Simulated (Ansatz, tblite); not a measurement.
Cost and result up the ladder for Cu2(OH)4 (Cu2O4H4) (10 atoms). The state is a triplet with charge 0. Geometry: PBE-D4/def2-SVP.

Cartesian coordinates in Å:
```
Cu -1.397 -0.030 0.251
O -3.149 0.361 0.137
O 0.195 0.549 1.216
Cu 1.404 -0.008 -0.208
O 3.023 0.417 -0.867
O -0.091 -1.193 -0.611
H -3.681 -0.194 0.742
H 0.213 1.514 1.373
H 3.730 -0.125 -0.462
H -0.248 -1.291 -1.570
```

Ansatz on 4 threads of Arm Neoverse V1 on a shared host; xTB runs through tblite on one thread. Times are rough, summed over both states, and most runs start from the orbitals of an earlier one. PBE0-D4/def2-TZVP serves as the yardstick here, not as an exact answer. The other state is a quartet.

The xTB rows come from tblite.

Raw xTB energies of ions are shifted by several eV, and xTB has no spin-polarisation term.

| level | functions | wall time | vertical IE (eV) | difference from PBE0-D4/def2-TZVP (eV) |
| --- | --- | --- | --- | --- |
| GFN1-xTB | 42 | 0.015 s | 12.89 | 3.00 |
| GFN2-xTB | 38 | 0.016 s | 14.52 | 4.63 |
| PBE-D4/def2-TZVP | 238 | 16 s | 8.88 | -1.01 |
| r2SCAN-D4/def2-TZVP (with forces) | 238 | 35 s | 9.15 | -0.74 |
| PBE0-D4/def2-TZVP | 238 | 69 s | 9.89 | 0.00 |
